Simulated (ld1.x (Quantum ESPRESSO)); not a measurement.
LDA (PZ) PAW dataset for oxygen (O), non-relativistic all-electron reference.

ld1.x (Quantum ESPRESSO) 7.5 was run on this input:

```
&input
   title='O', zed=8., rel=0, dft='PZ', iswitch=3,
   config='[He] 2s2 2p3.5 3d-2',
   nld=3, rlderiv=1.50, eminld=-4.0, emaxld=5.0, deld=0.02
 /
 &inputp
   pseudotype=3, lpaw=.true., tm=.true., lloc=-1, rcloc=1.10,
   nlcc=.true., new_core_ps=.true., rcore=0.30,
   which_augfun='PSQ', rmatch_augfun_nc=.true.,
   file_pseudopw='O.UPF', file_wfcaegen='ae.wfc', file_wfcncgen='nc.wfc', file_beta='beta', file_chi='chi', file_wfcusgen='us.wfc'
 /
5
2S  1  0   2.00   0.00  0.55  0.65  0.0
2S  1  0   0.00   0.85  0.55  0.65  0.0
2P  2  1   3.50   0.00  1.15  1.35  0.0
2P  2  1   0.00  -0.70  1.15  1.35  0.0
3D  3  2  -2.00   0.05  0.80  1.05  0.0
 &test
   configts(1)='2s2 2p3.5'
 /
```

Command:

```bash
ld1.x < O.in > O.out
```

Resulting log (shortened: banner, matrices, multipoles, cross overlaps and the repeated all-electron block are left out):

```
Program LD1 v.7.5

     !!!!!!!!!!!!!!!!!!! WARNING !!!!!!!!!!!!!!!!!!!!!!!
     Message from routine ld1_readin:
     US requires at least two energies per channel 3D
     !!!!!!!!!!!!!!!!!!!!!!!!!!!!!!!!!!!!!!!!!!!!!!!!!!!
     --------------------------- All-electron run ----------------------------

     O

     atomic number is  8.00
     dft =PZ   lsd =0 sic =0 latt =0  beta=0.20 tr2=1.0E-14
     Exchange-correlation= PZ
                           (   1   1   0   0   0   0   0)
     mesh =1095 r(mesh) =  99.04343 a.u. xmin = -7.00 dx = 0.01250
     1 Ry =  13.60569312 eV

     n l     nl                  e(Ry)          e(Ha)          e(eV)
     1 0     1S 1( 2.00)       -38.1588       -19.0794      -519.1774
     2 0     2S 1( 2.00)        -2.2864        -1.1432       -31.1075
     2 1     2P 1( 3.50)        -1.2082        -0.6041       -16.4382

     final scf error:  2.0E-15 reached in  15 iterations

     Etot =    -148.470484 Ry,     -74.235242 Ha,   -2020.043838 eV

     Ekin =     147.787876 Ry,      73.893938 Ha,    2010.756484 eV
     Encl =    -349.308721 Ry,    -174.654361 Ha,   -4752.587267 eV
     Eh   =      68.160808 Ry,      34.080404 Ha,     927.375037 eV
     Exc  =     -15.110446 Ry,      -7.555223 Ha,    -205.588092 eV

     normalization and overlap integrals

     s(1S/1S) =  1.000000  <r> =   0.2009  <r2> =    0.0545  r(max) =   0.1298
     s(2S/2S) =  1.000000  <r> =   1.1209  <r2> =    1.5203  r(max) =   0.8677
     s(2P/2P) =  1.000000  <r> =   1.1781  <r2> =    1.8041  r(max) =   0.7950

     ------------------------ End of All-electron run ------------------------

     --------------------- Generating PAW atomic setup --------------------

      Generating local potential from pseudized AE potential:
      Matching radius rcloc =   1.1000

      Local pseudo, rcloc= 1.100 Estimated cut-off energy=    19.78 Ry

      Computing core charge for nlcc:

       r > 0.30 : true rho core
      Core charge pseudized with two Bessel functions
      Integrated core pseudo-charge :   1.53
      Wfc-us  2S rcutus= 0.651  Estimated cut-off energy=    97.66 Ry
      Wfc-us  2S rcutus= 0.651  Estimated cut-off energy=   101.75 Ry
      Wfc-us  2P rcutus= 1.344  Estimated cut-off energy=    43.35 Ry
      Wfc-us  2P rcutus= 1.344  Estimated cut-off energy=    45.80 Ry
      Wfc-us  3D rcutus= 1.047  Estimated cut-off energy=    93.12 Ry

     Required augmentation: PSQ   radius:    1.350000

     Q pseudized with Bessel functions
     Expected ecutrho=     744.1746 due to l1=  0   l2=  2

     Estimated PAW energy =  -39.670593 Ryd

     ------------------- End of pseudopotential generation -------------------

     Computing logarithmic derivative in   1.49455
     Computing logarithmic derivative in   1.49455
     Computing the partial wave expansion
     R is outside the sphere for l=    0 j= 0.00
     R is outside the sphere for l=    0 j= 0.00
     R is outside the sphere for l=    1 j= 0.00
     R is outside the sphere for l=    1 j= 0.00
     R is outside the sphere for l=    2 j= 0.00

     ---------------------- Testing the pseudopotential ----------------------

     O

     atomic number is  8.00   valence charge is  6.00
     dft = SLA  PZ   NOGX NOGC   lsd =0 sic =0 latt =0  beta=0.20 tr2=1.0E-14
     mesh =1095 r(mesh) =  99.04343 xmin = -7.00 dx = 0.01250

     n l     nl             e AE (Ry)        e PS (Ry)    De AE-PS (Ry)
     1 0     2S   1( 2.00)       -2.28636       -2.28636        0.00000
     2 1     2P   1( 3.50)       -1.20819       -1.20819        0.00000

     eps = 1.1E-16  iter =  1

     Etot =    -148.470484 Ry,     -74.235242 Ha,   -2020.043838 eV
     Etotps =   -39.670593 Ry,     -19.835296 Ha,    -539.745908 eV

     Ekin =      32.754920 Ry,      16.377460 Ha,     445.653384 eV
     Encl =     -81.404205 Ry,     -40.702103 Ha,   -1107.560638 eV
     Ehrt =      24.089139 Ry,      12.044570 Ha,     327.749438 eV
     Ecxc =     -15.110446 Ry,      -7.555223 Ha,    -205.588092 eV
     (Ecc =      -4.996078 Ry,      -2.498039 Ha,     -67.975110 eV)

     ---------------------- End of pseudopotential test ----------------------
```

Generation and configuration tests took about 0.45 s on one core of a shared server CPU.
